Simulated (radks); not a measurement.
The numbers below are computed, except where a source is named.
Q: These are the eigenvalues of the occupied orbitals of an atom or ion with whole-number occupations (eV). Level of theory: Dirac Kohn-Sham, PBEsol, spin-unpolarised, spherical densities, point nucleus (a radial shooting solver on a logarithmic mesh with Libxc functionals).

| orbital | eigenvalue |
|---|---|
| 1s1/2 | -20857.31 |
| 2s1/2 | -2985.999 |
| 2p1/2 | -2754.830 |
| 2p3/2 | -2636.701 |
| 3s1/2 | -529.8499 |
| 3p1/2 | -441.0561 |
| 3p3/2 | -421.2855 |
| 3d3/2 | -264.1309 |
| 3d5/2 | -260.3272 |
| 4s1/2 | -84.3443 |
| 4p1/2 | -58.0025 |
| 4p3/2 | -54.9211 |
| 4d3/2 | -15.5830 |
| 4d5/2 | -15.2274 |
| 5s1/2 | -9.0710 |
| 5p1/2 | -4.1573 |
| 5p3/2 | -3.8833 |

Which element is it, and in what charge state? The configuration may be excited. Open shells, if any, are shared by 2j + 1.

A: Z = 43, technetium, charge 0: Tc in [Kr] 4d3 5s1 5p3. The list shows which subshells hold electrons but not how many an open one holds; the 1s level, -766.49 hartree, gives Z - s = 39.2 by -(Z - s)^2/2, which with screening and relativity narrows Z to a few neighbours, and the depths of the outer levels then fix element, charge and occupations together.
